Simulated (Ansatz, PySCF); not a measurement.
Reaction (SMILES): CSC + S (H2S) -> 2 CS (CH4S)
Each molecule is optimised on its own at B3LYP-D3(BJ)/def2-TZVP (Ansatz, a program for electronic structure).

Property: bond separation energy (enthalpy at 298 K, with B3LYP-D3(BJ) rigid-rotor harmonic-oscillator terms from PySCF), in kJ/mol. Cores are frozen in the correlated levels unless marked. Spin-orbit coupling is left out. Non-relativistic. CBS marks a two-point X^-3 extrapolation of the correlation energy; Hartree-Fock from the larger set. [CCSD(T)-MP2]/basis is that difference in the basis named.

```
level                           program  bond separation energy (kJ/mol)
-----------------------  --------------  -------------------------------
BLYP-D4/def2-TZVPD       Ansatz + dftd4                             12.5
B3LYP/def2-TZVPD                 Ansatz                              9.4
PBE0/6-31G*                      Ansatz                             10.0
BHLYP-D3(BJ)/def2-TZVPD  Ansatz + dftd3                             11.4
```

**Question.** Predict the RI-MP2/CBS(aug-cc-pV(T+d)Z,aug-cc-pV(Q+d)Z)+[CCSD(T)-MP2]/aug-cc-pV(T+d)Z result (Ansatz).

**Answer.** 13.0 kJ/mol
